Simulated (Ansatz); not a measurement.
H4PSi (SMILES [SiH3][PH]), charge 0, multiplicity 2, relaxed at each level with Ansatz (a program for electronic structure); harmonic frequencies from differences of analytic forces, average atomic masses, frozen cores. Open shells are unrestricted.

```
level                Si1–P2 (Å)  Si1–H3 (Å)  Si1–H4 (Å)  Si1–H5 (Å)  P2–H6 (Å)  P2–Si1–H3 (°)  P2–Si1–H4 (°)  P2–Si1–H5 (°)  dipole (D)
-------------------  ----------  ----------  ----------  ----------  ---------  -------------  -------------  -------------  ----------
HF/def2-TZVPP            2.2702      1.4761      1.4748      1.4761     1.4109          110.4          108.7          110.4        0.77
PBE/def2-TZVPP           2.2609      1.4984      1.4942      1.4984     1.4373          110.8          109.3          110.8        0.55
r2SCAN/def2-TZVPP        2.2502      1.4872      1.4836      1.4872     1.4256          110.6          109.4          110.6        0.62
B3LYP/def2-TZVPP         2.2636      1.4836      1.4805      1.4836     1.4243          110.8          108.9          110.8        0.57
PBE0/def2-TZVPP          2.2498      1.4882      1.4851      1.4882     1.4257          110.6          109.2          110.6        0.61
wB97X-V/def2-TZVPP       2.2469      1.4852      1.4827      1.4852     1.4217          110.4          109.3          110.4        0.66
MP2/cc-pV(T+d)Z          2.2565      1.4775      1.4753      1.4775     1.4155          110.4          109.0          110.4        0.61
CCSD(T)/cc-pV(D+d)Z      2.2785      1.4882      1.4858      1.4882     1.4329          110.7          109.2          110.7        0.53
CCSD(T)/cc-pV(T+d)Z      2.2635      1.4828      1.4804      1.4828     1.4229          110.5          109.1          110.5        0.57
```
